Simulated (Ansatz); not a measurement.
This geometry of C₂H₄Si₂ (8 atoms, charge 0, multiplicity 1) is a first-order saddle point.

Level of theory: UKS PBE-D4/def2-SVP in Ansatz.

```xyz
8
Properties=species:S:1:pos:R:3
C -0.571 1.398 -0.934
Si 0.638 0.466 -0.085
C 0.182 -0.926 0.951
Si -0.251 -2.169 2.037
H -0.331 2.248 -1.594
H -1.641 1.163 -0.819
H 2.079 0.820 -0.290
H -0.105 -2.999 0.735
```

(1) Which two structures does it join? (They come from a converged band through this point; their orientation in space is the band's.)

(2) How far does it lie above each of them?

Results:

(1) Bonds broken: Si4–H8. Bonds formed: C1–Si4, Si2–Si4, C3–H8.

Image 0:

```xyz
8
Properties=species:S:1:pos:R:3
C -0.599 1.546 -0.921
Si 0.627 0.538 -0.194
C 0.239 -1.030 0.564
Si -0.004 -2.153 1.790
H -0.364 2.459 -1.494
H -1.667 1.285 -0.846
H 2.060 0.951 -0.341
H -0.293 -3.596 1.442
```

Image 6:

```xyz
8
Properties=species:S:1:pos:R:3
C -0.670 0.972 -0.352
Si 0.825 -0.120 -0.464
C 0.141 -1.433 0.520
Si -1.001 -0.206 1.254
H -0.578 2.066 -0.210
H -1.444 0.745 -1.110
H 2.249 0.409 -0.471
H 0.477 -2.433 0.833
```

(2) 3.5 kcal/mol above the first and 62.7 kcal/mol above the second. This is the barrier of this one path; another mechanism may lie lower. The orbitals were unrestricted but ended closed-shell.

The run took 2.1 min on 2 threads of Intel(R) Xeon(R) Platinum 8488C (Sapphire Rapids), with other jobs on the host, peak memory 0.21 GiB.
